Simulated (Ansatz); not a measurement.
**Ligand exchange: Sn(CH3)3Br + C2H4F2 → Sn(CH3)4 + CHBrF2**

Gas-phase species: Sn(CH3)3Br (trimethyltin bromide), singlet; C2H4F2 (1,1-difluoroethane) `CC(F)F`, singlet; Sn(CH3)4 (tetramethyltin), singlet; CHBrF2 (bromodifluoromethane) `FC(F)Br`, singlet. The partners trade Br for CH3: Sn–Br and C–CH3 bonds give way to Sn–CH3 and C–Br.

Shapes, held fixed at every level: PBE0-D4/def2-TZVP. Programs: Ansatz 0.2.0. Electronic energies: no zero-point or thermal term.

| level | kind | ΔE (kJ/mol) | less CCSD(T)/def2-TZVPP |
| --- | --- | --- | --- |
| HF/def2-SVP | Hartree–Fock | +233.9 | +50.3 |
| SPW92/def2-TZVPP | LDA | +176.8 | -6.8 |
| r2SCAN-D4/def2-TZVPP | meta-GGA | +188.0 | +4.4 |
| B3LYP-D4/def2-TZVPP | global hybrid | +188.8 | +5.2 |
| wB97M-V/def2-TZVPP | range-separated hybrid | +189.1 | +5.5 |
| wB97X-V/def2-TZVPP | range-separated hybrid | +191.5 | +7.9 |
| CCSD/def2-TZVPP | coupled cluster or CI | +189.1 | +5.5 |
| CCSD(T)/def2-TZVPP | coupled cluster or CI | +183.6 | 0.0 |

The highest level, CCSD(T)/def2-TZVPP, gives ΔE = +183.6 kJ/mol; the levels span +176.8 to +233.9. The column of differences is taken from that level and isn't an error. No measured value is set beside it here. For atoms past krypton def2 sets carry core potentials with scalar relativity. Relativity is left out for Br. Outer-core shells of Br, Sn are correlated, in sets that cover them unevenly.
